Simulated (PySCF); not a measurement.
Species: C4H7F3OSi2.
Bonds: O1–C2 (double), C2–C3, C3–Si4, Si4–C5, C5–Si6, C2–C7, C7–F8, C7–F9, C7–F10, C3–Si6. Hydrogens: H11 on C3; H12, H13 on Si4; H14, H15 on C5; H16, H17 on Si6.

Computed with PBE0-D3(BJ)/def2-SVP geometry optimisation, gas phase (PySCF).

Entries marked ? are missing. Bonds in one row agree within 0.01 Å.

| coordinate | value |
| --- | --- |
| O1=C2 | 1.209 Å |
| C2–C3 | 1.474 Å |
| C3–Si4 | ? |
| Si4–C5, C5–Si6 | 1.893 Å |
| C2–C7 | ? |
| C7–F8, C7–F9 | 1.337 Å |
| C7–F10 | 1.318 Å |
| C3–Si6 | ? |
| C3–H11 | 1.098 Å |
| Si4–H12, Si6–H17 | 1.490 Å |
| Si4–H13, Si6–H16 | 1.493 Å |
| C5–H14 | 1.103 Å |
| C5–H15 | 1.098 Å |
| O1–C2–C3 | 125.4° |
| O1–C2–C7 | 119.1° |
| C3–C2–C7 | 115.5° |
| C2–C3–Si4 | 109.0° |
| C2–C3–Si6 | 111.4° |
| Si4–C3–Si6 | 85.0° |
| C3–Si4–C5 | ? |
| Si4–C5–Si6 | 87.3° |
| C2–C7–F8 | ? |
| C2–C7–F10 | ? |
| F8–C7–F9 | ? |
| F8–C7–F10 | ? |

Question: Estimate the withheld lengths and angles.

Answer: 
- C3–Si4 = 1.941 Å, drawn single (sp3 carbon bound to silicon to SiH2 silicon); 0.07 Å above the sum of covalent radii, 1.87 Å.
- C2–C7 = 1.545 Å, drawn single (ketone carbonyl carbon to CF3 carbon); 0.05 Å above the sum of covalent radii, 1.49 Å.
- C3–Si6 = 1.928 Å, drawn single (sp3 carbon bound to silicon to SiH2 silicon); 0.06 Å above the sum of covalent radii, 1.87 Å.
- C3–Si4–C5 = 91.1°, at the SiH2 silicon, inside a 4-membered ring; the outer atoms are 2.736 Å apart.
- C2–C7–F8 = 109.6°, at the CF3 carbon; the outer atoms are 2.359 Å apart.
- C2–C7–F10 = 111.9°, at the CF3 carbon; the outer atoms are 2.375 Å apart.
- F8–C7–F9 = 107.7°, at the CF3 carbon; the outer atoms are 2.159 Å apart.
- F8–C7–F10 = 108.7°, at the CF3 carbon; the outer atoms are 2.158 Å apart.

Radii are Cordero's, carbon taken as 0.76, 0.73 or 0.69 Å for four, three, and two or fewer neighbours.

No PBE0-D3(BJ)/def2-SVP frequencies stand behind this structure, so it isn't proved a minimum. The numbers are those of one conformer (O1–C2–C3–Si4 63°, C2–C3–Si4–C5 -94°, C3–Si4–C5–Si6 -17°, Si4–C5–Si6–C3 17°, C2–C3–Si6–C5 91°).

Hardware: one thread of an Arm Neoverse N1, no GPU, shared host with 64 logical CPUs at a one-minute load of 60. Cost: 12 min of wall time, 0.92 GiB resident at most. These figures are those of the optimisation.
